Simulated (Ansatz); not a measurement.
Coupled-cluster diagnostics for Sn(vinyl)H3 (C2H6Sn), Ansatz.

Geometry of the singlet (PBE0-D4/def2-TZVP):

```xyz
9

C    -0.6678    0.3261   -0.4243
C    -1.5755   -0.5166    0.0531
Sn    1.3812    0.2389    0.1288
H    -0.9847    1.0932   -1.1275
H    -1.3234   -1.3045    0.7581
H    -2.6218   -0.4601   -0.2391
H     1.5603   -1.0477    1.2376
H     1.8695    1.7056    0.8561
H     2.3621   -0.0350   -1.2429
```

In the def2 sets Sn takes a core potential; there is no spin–orbit coupling. Correlated methods freeze 6 core orbitals; core or outer-core shells of Sn are correlated, in sets that lack core-valence functions. Another isomer (singlet) lies 1.20 eV lower at PBE0-D4/def2-TZVP; other spin states weren't run for this one.

(1) Estimate the CCSD(T) correlation energy, the shares of MP2 and (T), T1 and the reference's ⟨S²⟩ for: charge 0, singlet, own geometry in def2-TZVP; and the rough time on 2 threads of Intel Xeon Platinum 8259CL on a shared host.

Answers

(1) 
```tsv
state	basis	correlation (eV)	MP2 share (%)	(T) share (%)	T1	⟨S²⟩ (pure)	wall time
charge 0, singlet, own geometry	def2-TZVP	-19.118	92.1	3.5	0.013	0.00 (0.00)	32 s
```
Customary marks for T1 are 0.02 (closed shells), 0.045 (open shells) and about 0.05 (3d metals). T1 stays under 0.02 throughout.
